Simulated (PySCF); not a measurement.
## TDDFT excited states: Cl3Ga3H3N3

Species: (ClGaNH)3 ring, Cl₃Ga₃H₃N₃.
Cartesian coordinates in Å at the PBE0-D3(BJ)/def2-SVP level; atoms count from 1:
```
atom  x, y, z in Å
Ga1    0.0550    1.2820   -1.3122
Cl2    0.0892    2.7785   -2.8402
N3    -1.4537    0.9684   -0.3448
Ga4   -1.5369   -0.2912    0.9640
Cl5   -3.3346   -0.6197    2.0753
N6    -0.0312   -1.2601    1.2912
Ga7    1.5151   -1.0112    0.3661
Cl8    3.2682   -2.1734    0.7600
N9     1.5186    0.2752   -0.9216
H10   -2.2847    1.5153   -0.5467
H11   -0.0602   -1.9746    2.0118
H12    2.3707    0.4280   -1.4518
```

Theory: PySCF, TDDFT CAM-B3LYP/def2-SVPD, vertical, gas phase, core orbitals frozen in the response. The CAM-B3LYP/def2-SVPD calculation is non-relativistic and has no spin–orbit coupling, an omission that weighs most on gallium.

Question: List the vertical singlet excitations with oscillator strengths and describe the spectrum.

Answer: 

```
state  E (eV)  ν̃ (cm⁻¹)       f  symmetry         main configurations (H = HOMO, L = LUMO)
   S1    5.48      44210  0.0000         –                                   H-1/H→L (≥89%)
   S2    5.48      44240  0.0000         –                                   H-1/H→L (≥89%)
   S3    6.27      50590   0.030       A2″                H-2→L (66%), H-1/H→L+1/L+2 (≥22%)
   S4    6.45      52050  0.0000         –               H-1/H→L+3 (≥45%), H-1/H→L+4 (≥37%)
   S5    6.58      53060  0.0000         –                                      H-3→L (74%)
   S6    6.80      54830  0.0014         –  H-4→L (42%), H-1/H→L+4 (≥12%), H-1/H→L+3 (≥12%)
   S7    6.80      54870  0.0011         –  H-5→L (42%), H-1/H→L+3 (≥12%), H-1/H→L+4 (≥12%)
   S8    6.88      55500  0.0000         –           H-1/H→L+1/L+2 (≥76%), H-1/H→L+8 (≥12%)
   S9    6.90      55660  0.0000         –                H-1/H→L+1/L+2 (≥42%), H-7→L (14%)
  S10    6.90      55680  0.0000         –                H-1/H→L+1/L+2 (≥43%), H-6→L (14%)
  S11    7.10      57250   0.370        E′  H-4→L (21%), H-1/H→L+4 (≥20%), H-1/H→L+3 (≥19%)
  S12    7.10      57280   0.367        E′  H-5→L (21%), H-1/H→L+3 (≥20%), H-1/H→L+4 (≥18%)
  S13    7.28      58690  0.0001         –               H-1/H→L+4 (≥37%), H-1/H→L+3 (≥35%)
  S14    7.34      59180  0.0013         –                H-7→L (42%), H-1/H→L+1/L+2 (≥18%)
  S15    7.34      59220  0.0000         –                H-6→L (42%), H-1/H→L+1/L+2 (≥19%)
```

Triplets, Tamm–Dancoff:

```
state  E (eV)  λ (nm)  main configurations (H = HOMO, L = LUMO)
   T1    5.12   242.1                            H-1/H→L (≥83%)
   T2    5.12   242.0                            H-1/H→L (≥83%)
   T3    5.78   214.6         H-2→L (54%), H-1/H→L+1/L+2 (≥26%)
```

The lowest singlet level (S1/S2) lies at 5.48 eV (226 nm, ultraviolet) and is dark (f under 0.0005). The most intense listed level is S11/S12 at 7.10 eV (175 nm, f = 0.737 summed), 1.62 eV above S1. S1/S2, S6/S7, S9/S10, S11/S12 and S14/S15 lie within about 0.01 eV of each other in each set; the point group D3h has degenerate representations, and within a degenerate level the listed configurations can mix freely. Löwdin shares by element: HOMO (one of a set within 0.03 eV) nitrogen 70% or more, gallium 12% or more (atoms not listed hold the other 18%); LUMO gallium 64%, chlorine 6% or more (atoms not listed hold the other 30%). Of the 15 states listed, 3 reach f = 0.01 and 9 stay under 0.0005. Weighted by f, the mean energy of these states is 7.07 eV. The oscillator strengths of these states sum to 0.772; summed over the whole spectrum of an exact calculation they would give the number of electrons, 168 (Thomas–Reiche–Kuhn). Symmetry labels in D3h follow from the direction of the transition dipole and are given only for states with f of 0.002 or more. Orbitals of the list HOMO-3 to LUMO+2 that lie within 0.01 eV of each other are written together with a slash and their weights summed (≥ marks a lower bound); for degenerate orbitals outside that list single weights are arbitrary. Singlets were solved by full linear response, triplets in the Tamm–Dancoff approximation.

On an AMD EPYC with one thread, shared host with 64 logical CPUs at a one-minute load of 60, this took 5.9 min of wall time (with the writing of density and orbital grids) and 1.8 GiB of memory at its peak.

One conformer stands for the species.
